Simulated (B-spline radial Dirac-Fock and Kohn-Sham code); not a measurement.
**The K (1s) hole of praseodymium ions: width and yield against charge**

Model: a relativistic independent-particle model: LDA orbitals of the hole state, radiative multipoles to third order, Auger rates from the Coulomb interaction with a continuum orbital, Dirac-Fock energies. Program: a B-spline atomic structure program. Tabulated ground configurations, configuration averages; single configurations, so decays that open only by mixing (as 1s 2s² with 1s 2p² in Be-like ions) are missing and such tiny yields are far too low.

| ion | configuration | radiative (eV) | non-radiative (eV) | yield |
| --- | --- | --- | --- | --- |
| Pr | [Xe] 4f3 6s2 | 14.5 | 1.32 | 0.917 |
| Pr⁺ | [Xe] 4f3 6s1 | 14.5 | 1.32 | 0.917 |
| Pr²⁺ | [Xe] 4f3 | 14.5 | 1.32 | 0.917 |
| Pr³⁺ | [Xe] 4f2 | 14.5 | 1.32 | 0.917 |
| Pr⁴⁺ | [Xe] 4f1 | 14.5 | 1.32 | 0.917 |
| Pr⁵⁺ | [Kr] 4d10 5s2 5p6 | 14.5 | 1.32 | 0.917 |
| Pr⁶⁺ | [Kr] 4d10 4f1 5s2 5p4 | 14.5 | 1.32 | 0.917 |
| Pr⁷⁺ | [Kr] 4d10 4f1 5s2 5p3 | 14.5 | 1.32 | 0.917 |

Values without a named source are computed, but for edge energies of neutral atoms, which are taken from tables.
